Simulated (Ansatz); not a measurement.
Telling isomers of C2O2Se apart by their spectra

These gas-phase data were calculated for one isomer of C2O2Se at r2SCAN-D4/def2-SVP (harmonic, unscaled wavenumbers; equilibrium rotational constants with average atomic masses):

- rotational constants: 16.21, 1.515, 1.386 GHz
- all wavenumbers above 1500 cm⁻¹: 2098
- dipole moment: 1.27 D (PBE0/def2-TZVPD)

Candidates:

(1) `O=C1OC1=[Se]`, a singlet
(2) `O=C1[Se]C1=O`, a singlet

Question: Which structure fits? Where the bands don't settle it, estimate the moments of inertia from typical bond lengths.

Answer: Candidate (1). The rotational constants decide: (2) would give 4.609, 3.113, 1.858 GHz.

The same quantities for all candidates:

|  | rotational constants (GHz) | wavenumbers above 1500 cm⁻¹ | dipole (D) | E above the lowest, r2SCAN-D4/def2-SVP (kcal/mol) |
| --- | --- | --- | --- | --- |
| (1) | 16.21, 1.515, 1.386 | 2098 | 1.27 | 19.3 |
| (2) | 4.609, 3.113, 1.858 | 2017, 1796 | 1.86 | 0.0 |

Harmonic stretches to hydrogen usually lie a few per cent above observed fundamentals. Programs: Ansatz 0.2.0.
